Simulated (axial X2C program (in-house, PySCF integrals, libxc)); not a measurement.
Results of a calculation; reference values are marked as such.
**HfS: input and output of an EOM-EE-CCSD run**

Program: an axial X2C code built on PySCF integrals.

Input and command:
```json
{"zs": [72, 16], "q": 0, "bas": ["dyall-acv3z", "dyall-av3z"], "r0": 2.22, "eom": "ee", "thr": -2.0, "nmax": 88}
```
```bash
python soeom.py task.json out
```

Keys: zs atomic numbers; q charge; bas basis sets; r0 starting distance in Å; eom kind of EOM run; thr threshold in hartree for freezing inner shells (an s shell follows its p shell); nmax most natural virtual spinors.

Output at R = 2.151 Å (near the PBE0 minimum at charge 0 of the determinant lowest at the starting distance; the state shown can have its own minimum elsewhere), reference HfS:

```
two-component X2C + atomic mean field  HF
basis functions 256  fitting functions 1283  grid points 5078
iter        total energy     max residual
   1     -15470.007577411     1.00e+00
   2     -15470.058458723     3.04e-02
   3     -15470.060786482     1.44e-01
   4     -15470.063695701     1.14e-02
   5     -15470.063796843     1.00e-02
   6     -15470.063876578     1.51e-03
   7     -15470.063890312     4.74e-04
   8     -15470.063895570     4.41e-04
   9     -15470.063897387     1.87e-04
  10     -15470.063898147     6.07e-05
  11     -15470.063898367     6.32e-05
  12     -15470.063898451     2.10e-05
  13     -15470.063898479     8.54e-06
  14     -15470.063898485     4.75e-06
  15     -15470.063898487     1.65e-06
converged
one-electron -21795.71960170  Coulomb 6387.99599333  exact exchange -332.97773382  xc functional 0.00000000  nuclear repulsion 283.40871547  atomic mean-field constant -12.77127176
correlated 18  virtual 334  natural virtual 84  E(MP2) -0.506000626  MP2 remainder -0.130179495
iter   CCSD correlation   residual
   1     -0.364881174   2.03e-01
   2     -0.376317691   1.12e-01
   3     -0.380669093   4.26e-02
   4     -0.380688879   1.38e-02
   5     -0.380719423   5.80e-03
   6     -0.380741375   2.45e-03
   7     -0.380743270   1.08e-03
   8     -0.380751107   4.82e-04
   9     -0.380752086   2.48e-04
  10     -0.380751404   1.38e-04
  11     -0.380749871   7.64e-05
  12     -0.380750168   4.42e-05
  13     -0.380749643   2.66e-05
  14     -0.380749815   1.43e-05
  15     -0.380749875   7.18e-06
  16     -0.380749846   3.65e-06
  17     -0.380749852   1.89e-06
(T) -0.018444086  T1 0.0330  D1 0.0576  max T2 0.068
EOM-EE-CCSD roots
2*Omega      energy/Eh   energy/eV  one-particle weight
    0       0.05838122      1.5886      0.975
    0       0.06056039      1.6479      0.974
    0       0.08418314      2.2907      0.972
    0       0.10446069      2.8425      0.896
    0       0.13488409      3.6704      0.913  not converged
    2       0.05344353      1.4543      0.979
    2       0.06411216      1.7446      0.972
    2       0.08255578      2.2465      0.969
    2       0.09866822      2.6849      0.881
    4       0.05725839      1.5581      0.978
    4       0.07237184      1.9693      0.975
    4       0.09440757      2.5690      0.892
    6       0.06350606      1.7281      0.980
```
T1 in the output is the amplitude norm over the root of the electron number; divide by √2 for the Lee–Taylor value.

Reference electrons by ω block (each with its −ω partner): 1/2: 27, 3/2: 12, 5/2: 4, 7/2: 1. Root energies count from the CCSD energy of the reference. All roots sought are printed; those with a small one-particle weight need a further excitation, are placed far too high, and may in truth lie low or lowest. Inner shells are frozen, and levels at this size can be off by some tenths of an eV.
